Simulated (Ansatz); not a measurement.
Calculated with Ansatz (gas phase, PBE0-D4/def2-TZVP geometries, no zero-point term in ΔE). CBS: MP2 limit from def2 TZ/QZ plus the TZ coupled-cluster correction, frozen cores. DFT in def2-TZVPP. One conformer a species, not always the lowest.

Consider the isomerisation: `B1OC[SiH2]1` → `O[SiH]1BC1`.

CCSD(T)/CBS gives +6.2 kcal/mol.

(1) Another level gave +8.8 kcal/mol. Which?
A. CAM-B3LYP-D4/def2-TZVPP
B. ωB97M-V/def2-TZVPP
C. LC-ωPBE/def2-TZVPP
D. r2SCANh-D4/def2-TZVPP

Largest T1 diagnostic among the species: 0.016.

Answers

(1) A. CAM-B3LYP-D4 8.8, r2SCANh-D4 4.9, ωB97M-V 6.4, LC-ωPBE 9.9 kcal/mol.

At CCSD(T), def2-SVP lies +10.0 kcal/mol from the extrapolated value and def2-TZVPP +1.4 kcal/mol. In def2-TZVPP, CCSD(T) changes the Hartree–Fock value by −4.8 kcal/mol (the triples alone add −0.8 kcal/mol) and MP2 by −7.5 kcal/mol. From PBE to PBE0 (25 % exact exchange), in def2-TZVPP and without D4, ΔE moves by +0.8 kcal/mol.
